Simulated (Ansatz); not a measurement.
C₂H₉BO (`C[BH-](C)[OH2+]`), 13 atoms. The species carries charge 0 and has multiplicity 1. Hardware: A = 2 threads of a server CPU on a shared host; B = 2 threads of an AMD EPYC 7R13 on a shared host and a share of an NVIDIA H100 80 GB. Correlated methods freeze the cores. Open-shell runs search over several starts.

(1) Give the basis size and wall time and peak host memory of each of these runs in Ansatz. UHF-MP2/def2-QZVPP energy of the cation [B]; RHF-CCSD(T)/cc-pV(Q+d)Z energy [B]; RKS PBE0-D4/def2-TZVP frequencies [A]; RHF-CCSD(T)/cc-pV(T+d)Z energy [B]; RKS CAM-B3LYP-D4/def2-TZVPP energy [A]; RHF-CCSD(T)/def2-SVP energy [A]; UKS B2PLYP (frozen core)/def2-TZVPP energy of the cation [A]; UKS PBE0-D4/def2-TZVPP energy of the cation [A]; UHF-CCSD(T)/def2-TZVPP energy of the cation [B]; RKS ωB97M-V/def2-SVP energy [A]; UKS ωB97X-V/def2-TZVPP energy of the cation [A]; RKS PBE0-D4/def2-SVP energy [A]. (An estimate is asked.)

Results:

(1) The calculation gave: Other jobs shared the machine, so times are rough.

```json
{"level": "RKS PBE0-D4/def2-SVP", "job": "energy [A]", "functions": "101", "wall time": "1.9 s", "peak host memory (GiB)": "0.44"}
{"level": "RHF-CCSD(T)/cc-pV(T+d)Z", "job": "energy [B]", "functions": "246", "wall time": "5.5 s", "peak host memory (GiB)": "0.79"}
{"level": "RKS CAM-B3LYP-D4/def2-TZVPP", "job": "energy [A]", "functions": "250", "wall time": "5.5 s", "peak host memory (GiB)": "0.59"}
{"level": "RKS ωB97M-V/def2-SVP", "job": "energy [A]", "functions": "101", "wall time": "6.5 s", "peak host memory (GiB)": "0.44"}
{"level": "RHF-CCSD(T)/def2-SVP", "job": "energy [A]", "functions": "101", "wall time": "7.5 s", "peak host memory (GiB)": "0.49"}
{"level": "UHF-MP2/def2-QZVPP", "job": "energy of the cation [B]", "functions": "498", "wall time": "8 s", "peak host memory (GiB)": "1.1"}
{"level": "UHF-CCSD(T)/def2-TZVPP", "job": "energy of the cation [B]", "functions": "250", "wall time": "13 s", "peak host memory (GiB)": "0.82"}
{"level": "RHF-CCSD(T)/cc-pV(Q+d)Z", "job": "energy [B]", "functions": "490", "wall time": "23 s", "peak host memory (GiB)": "2.8"}
{"level": "UKS PBE0-D4/def2-TZVPP", "job": "energy of the cation [A]", "functions": "250", "wall time": "31 s", "peak host memory (GiB)": "0.95"}
{"level": "UKS B2PLYP (frozen core)/def2-TZVPP", "job": "energy of the cation [A]", "functions": "250", "wall time": "42 s", "peak host memory (GiB)": "0.77"}
{"level": "UKS ωB97X-V/def2-TZVPP", "job": "energy of the cation [A]", "functions": "250", "wall time": "70 s", "peak host memory (GiB)": "1.2"}
{"level": "RKS PBE0-D4/def2-TZVP", "job": "frequencies [A]", "functions": "178", "wall time": "4.7 min", "peak host memory (GiB)": "0.44"}
```
